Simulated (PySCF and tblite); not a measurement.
Values are calculated unless marked as measured or tabulated.
5 regioisomers of C10H7BrO2:

| isomer | SMILES |
| --- | --- |
| A | [CH3:1][C:2](=[O:3])[c:4]1[cH:5][cH:6][c:7]2[o:8][cH:9][cH:10][c:11]2[c:12]1[Br:13] |
| B | [CH3:1][C:2](=[O:3])[c:4]1[cH:5][o:6][c:7]2[c:8]([Br:9])[cH:10][cH:11][cH:12][c:13]12 |
| C | [CH3:1][C:2](=[O:3])[c:4]1[c:5]([Br:6])[cH:7][cH:8][c:9]2[o:10][cH:11][cH:12][c:13]12 |
| D | [CH3:1][C:2](=[O:3])[c:4]1[cH:5][o:6][c:7]2[cH:8][cH:9][c:10]([Br:11])[cH:12][c:13]12 |
| E | [CH3:1][C:2](=[O:3])[c:4]1[cH:5][c:6]([Br:7])[cH:8][c:9]2[cH:10][cH:11][o:12][c:13]12 |

Protocol: conformer search, at most 3 conformers an isomer, GFN2-xTB geometries, energies PBE0/6-31G* (D3(BJ) added where defined), GIAO shieldings PBE0/6-31G*, weights at 298.15 K with GFN2-xTB thermal terms. Programs: PySCF with density fitting and tblite.

(1) What shifts does each isomer give (ppm)?

Spin–orbit effects of the heavy atoms on shieldings are missing. At a carbon that bears Br the missing effect is some 10 ppm, beside I tens of ppm. Shifts are unscaled: against experiment ¹³C can be off by 15 ppm or more and ¹H by 0.8 ppm. The search found a single conformer for at least one isomer; other rotamers may be missing.

## Answers

(1) 
A: ¹H (against TMS): 7.69 (H5, 1H), 7.62 (H9, 1H), 7.29 (H6, 1H), 6.99 (H10, 1H), 2.71 (H1, 3H). ¹³C (against TMS): 192.9 (C2), 147.3 (C7), 139.6 (C9), 134.1 (C4), 126.9 (C11), 123.9 (C12), 122.2 (C5), 106.3 (C6), 105.4 (C10), 32.0 (C1).

B: ¹H (against TMS): 8.57 (H12, 1H), 8.08 (H5, 1H), 7.50 (H10, 1H), 7.48 (H11, 1H), 2.47 (H1, 3H). ¹³C (against TMS): 182.5 (C2), 145.9 (C7), 144.9 (C5), 123.0 (C13), 123.0 (C10), 120.1 (C11), 118.9 (C4), 117.9 (C12), 115.6 (C8), 28.3 (C1).

C: ¹H (against TMS): 7.56 (H11, 1H), 7.44 (H7, 1H), 7.31 (H8, 1H), 6.91 (H12, 1H), 2.73 (H1, 3H). ¹³C (against TMS): 193.3 (C2), 146.3 (C9), 140.2 (C11), 131.6 (C4), 126.2 (C13), 124.6 (C5), 122.5 (C7), 108.5 (C8), 104.8 (C12), 32.3 (C1).

D: ¹H (against TMS): 8.69 (H12, 1H), 8.03 (H5, 1H), 7.49 (H9, 1H), 7.27 (H8, 1H), 2.45 (H1, 3H). ¹³C (against TMS): 182.3 (C2), 146.4 (C7), 145.2 (C5), 129.8 (C10), 122.9 (C13), 122.7 (C9), 122.3 (C12), 118.0 (C4), 107.1 (C8), 28.4 (C1).

E: ¹H (against TMS): 8.31 (H5, 1H), 7.86 (H8, 1H), 7.61 (H11, 1H), 6.68 (H10, 1H), 2.74 (H1, 3H). ¹³C (against TMS): 183.9 (C2), 145.6 (C13), 138.8 (C11), 128.8 (C6), 126.4 (C9), 124.8 (C5), 123.8 (C8), 117.0 (C4), 103.9 (C10), 32.1 (C1).
